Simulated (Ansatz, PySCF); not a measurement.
Caution: the highest occupied level lies above zero, so the state may not be bound. This singlet lies 1.06 eV below the relaxed triplet at the level frozen-core CCSD(T)/aug-cc-pVTZ // B3LYP-D3(BJ)/def2-TZVPD (Ansatz, a quantum-chemistry and plane-wave program).

B3LYP has the VWN-RPA correlation part, as in Gaussian. 

```xyz
4

S     -0.8043    -0.6013     0.1599
B      0.5264     0.6972    -0.1950
Cl     2.1341    -0.2877     0.1339
H     -1.8561     0.1918    -0.0988
```

Charge -1, multiplicity 1.

Give the Mulliken and meta-Löwdin atomic charges from B3LYP-D3(BJ)/def2-TZVPD run with PySCF 2.14.0.


```csv
atom,Mulliken (e),meta-Löwdin (e)
S1,-0.16,-0.21
B2,-0.63,-0.54
Cl3,-0.29,-0.31
H4,0.07,0.06
```
